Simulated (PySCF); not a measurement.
# Al (aluminium, neutral) across methods

[Ne] 3s1 3p1 4s1, high-spin 4P determinant (an excited configuration). Computed with PySCF 2.14 in x2c-QZVPPall with one added diffuse shell each of s, p, d, f type (10s7p5d3f1g, 86 functions), with scalar relativity by spin-free X2C-1e.

```json
{"method": "r2SCAN", "E (hartree)": "-242.5091", "mean ε 3s α (eV)": "-12.343", "mean ε 3p α (eV)": "-6.661", "mean ε 4s α (eV)": "-1.775", "Σ⟨r²⟩ (bohr²)": "72.81", "⟨S²⟩": "3.750"}
{"method": "UHF", "E (hartree)": "-242.08234", "mean ε 3s α (eV)": "-16.653", "mean ε 3p α (eV)": "-10.061", "mean ε 4s α (eV)": "-2.763", "Σ⟨r²⟩ (bohr²)": "74.90", "⟨S²⟩": "3.750"}
{"method": "PBE0", "E (hartree)": "-242.4237", "mean ε 3s α (eV)": "-13.285", "mean ε 3p α (eV)": "-7.401", "mean ε 4s α (eV)": "-2.116", "Σ⟨r²⟩ (bohr²)": "72.78", "⟨S²⟩": "3.750"}
{"method": "wB97X-V", "E (hartree)": "-242.4847", "mean ε 3s α (eV)": "-15.680", "mean ε 3p α (eV)": "-9.476", "mean ε 4s α (eV)": "-2.863", "Σ⟨r²⟩ (bohr²)": "73.73", "⟨S²⟩": "3.750"}
{"method": "LDA", "E (hartree)": "-241.4758", "mean ε 3s α (eV)": "-12.103", "mean ε 3p α (eV)": "-6.317", "mean ε 4s α (eV)": "-1.834", "Σ⟨r²⟩ (bohr²)": "71.03", "⟨S²⟩": "3.750"}
{"method": "BHandHLYP", "E (hartree)": "-242.5340", "mean ε 3s α (eV)": "-14.349", "mean ε 3p α (eV)": "-8.122", "mean ε 4s α (eV)": "-2.198", "Σ⟨r²⟩ (bohr²)": "73.34", "⟨S²⟩": "3.750"}
{"method": "HSE06", "E (hartree)": "-242.4397", "mean ε 3s α (eV)": "-12.881", "mean ε 3p α (eV)": "-7.002", "mean ε 4s α (eV)": "-1.841", "Σ⟨r²⟩ (bohr²)": "72.54", "⟨S²⟩": "3.750"}
{"method": "CAM-B3LYP", "E (hartree)": "-242.5306", "mean ε 3s α (eV)": "-14.686", "mean ε 3p α (eV)": "-8.476", "mean ε 4s α (eV)": "-2.463", "Σ⟨r²⟩ (bohr²)": "72.81", "⟨S²⟩": "3.750"}
{"method": "PBE", "E (hartree)": "-242.4027", "mean ε 3s α (eV)": "-12.017", "mean ε 3p α (eV)": "-6.407", "mean ε 4s α (eV)": "-1.810", "Σ⟨r²⟩ (bohr²)": "72.04", "⟨S²⟩": "3.750"}
```

The outer electron is Rydberg-like, and this basis confines it to a smaller radius and binds it less than a complete one would.
